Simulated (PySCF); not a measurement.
**Bonding in `C=CCC1=C[C@@H](C)CC1`**

Compound: C9H14.
Atom-mapped SMILES: `[CH2:1]=[CH:2][CH2:3][C:4]1=[CH:5][C@@H:6]([CH3:7])[CH2:8][CH2:9]1` (hydrogens: H10, H11 on C1; H12 on C2; H13, H14 on C3; H15 on C5; H16 on C6; H17, H18, H19 on C7; H20, H21 on C8; H22, H23 on C9)

Cartesian coordinates in Å at the GFN2-xTB level; atoms count from 1:
```xyz
23
C9H14 angstrom
C      3.781   -0.164   -0.096
C      2.692    0.166    0.571
C      1.637    1.107    0.069
C      0.325    0.395   -0.050
C     -0.762    0.564    0.687
C     -1.874   -0.372    0.304
C     -3.227    0.321    0.181
C     -1.377   -0.968   -1.028
C      0.137   -0.709   -1.056
H      4.510   -0.850    0.300
H      3.995    0.247   -1.070
H      2.492   -0.262    1.545
H      1.934    1.504   -0.905
H      1.531    1.939    0.770
H     -0.877    1.270    1.492
H     -1.956   -1.159    1.066
H     -3.168    1.142   -0.530
H     -3.983   -0.382   -0.162
H     -3.540    0.721    1.143
H     -1.854   -0.440   -1.855
H     -1.618   -2.025   -1.120
H      0.495   -0.426   -2.048
H      0.702   -1.591   -0.742
```

Bond orders from the PBE0/pcSseg-1 density (PySCF). One conformer (not necessarily the lowest) at the GFN2-xTB geometry, without solvent, vibrations or thermal averaging.

Task: Where do the orders between heavy atoms depart from those drawn in the SMILES?

Result: The largest departure is 0.147, at C4–C5 (drawn double, 1.853).

Task: Give the Mayer order of every bond between heavy atoms, beside its length.

Result: 
```csv
bond,drawn as,length (Å),Mayer order
C1–C2,double,1.319,1.975
C2–C3,single,1.500,1.023
C3–C4,single,1.497,1.050
C4–C5,double,1.324,1.853
C5–C6,single,1.504,0.997
C6–C7,single,1.525,1.035
C6–C8,single,1.542,0.998
C8–C9,single,1.536,1.041
C9–C4,single,1.505,1.013
```

Bonds between the same two heavy elements. C–C: lowest C5–C6 and C6–C8 (0.997, 1.504 Å), highest C1–C2 (1.975, 1.319 Å); in 4 of the 36 pairs the longer bond (by over 0.003 Å) has the higher order (by 0.02 or more). Bonds named together lie within 0.004.

Task: And the bonds to hydrogen?

Result: C–H: 0.93 to 0.99 (14 bonds).

Task: Sum the orders of all bonds at each heavy atom with more than one neighbour and set the sums beside the valence in the SMILES.

Result: C1 3.883 (drawn 4), C2 3.958 (drawn 4), C3 3.946 (drawn 4), C4 3.916 (drawn 4), C5 3.837 (drawn 4), C6 3.957 (drawn 4), C7 3.932 (drawn 4), C8 3.948 (drawn 4), C9 3.931 (drawn 4). Orders between atoms that aren't bonded are not in these sums.

Mayer orders depend on the basis set.
